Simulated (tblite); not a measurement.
Compound: C4H2FO2S (doublet state).
Atom-mapped SMILES: `[O:1][c:2]1[s:3][c:4]([F:5])[cH:6][c:7]1[OH:8]` (hydrogens: H9 on C6; H10 on O8)
Bond orders are those of one Lewis drawing.

Computed with GFN2-xTB (tblite), gas phase: L-BFGS steps from a force-field or distance-geometry start until the largest atomic force falls under 0.01 eV/Å.

Step 0: E = -697.4930 eV
```
atom  x, y, z in Å  |  force x, y, z in eV/Å
O1     -1.9971    1.1427   -0.8068   -1.869  -0.339  -0.248
C2     -0.9339    0.7163   -0.4503    0.398   1.003  -0.259
S3      0.4447    1.7702   -0.5642    1.344   2.556  -0.696
C4      1.4955    0.6204    0.0524    1.241  -1.099   0.690
F5      2.8117    0.8234    0.2432   -0.771   0.100  -0.210
C6      0.8832   -0.5712    0.3749   -0.348  -0.204  -0.009
C7     -0.4889   -0.4910    0.0815    0.628  -2.221   0.933
O8     -1.3750   -1.4815    0.2817   -0.618   0.492  -0.310
H9      1.3994   -1.4321    0.7900   -0.318   0.329  -0.179
H10    -2.2308   -1.0924   -0.0250    0.312  -0.618   0.289
```

Question: Estimate the geometry and energy of step 1. (The exact step hangs on the optimiser's Hessian estimate; all steps are aligned on step 0, rigid shifts and turns removed.)

Answer: E = -697.6998 eV, largest force 1.415 eV/Å
```
atom  x, y, z in Å  |  force x, y, z in eV/Å
O1     -2.0238    1.1378   -0.8103    0.032  -0.931   0.332
C2     -0.9282    0.7306   -0.4540   -0.348   0.689  -0.284
S3      0.4639    1.8067   -0.5741    1.024   0.961  -0.176
C4      1.5132    0.6047    0.0622   -0.240  -0.216   0.069
F5      2.8007    0.8248    0.2402    0.113   0.087  -0.026
C6      0.8783   -0.5741    0.3748    0.169  -0.323   0.140
C7     -0.4799   -0.5228    0.0948   -0.120   0.258  -0.124
O8     -1.3838   -1.4745    0.2773   -0.177  -0.455   0.125
H9      1.3948   -1.4274    0.7874   -0.154   0.101  -0.065
H10    -2.2264   -1.1012   -0.0208   -0.298  -0.173   0.007
```

The energy changes by -0.2069 eV. The first-order estimate −F·Δx gives -0.3640 eV and the mean of the old and new forces, exact on a quadratic surface, -0.2096 eV. The step makes an angle of 0° with the force vector and moves no atom by more than 0.042 Å.

The cost below is that of the whole relaxation. On an Arm Neoverse V2 with one thread, shared host with 96 logical CPUs at a one-minute load of 44, this took under 0.1 s of wall time.
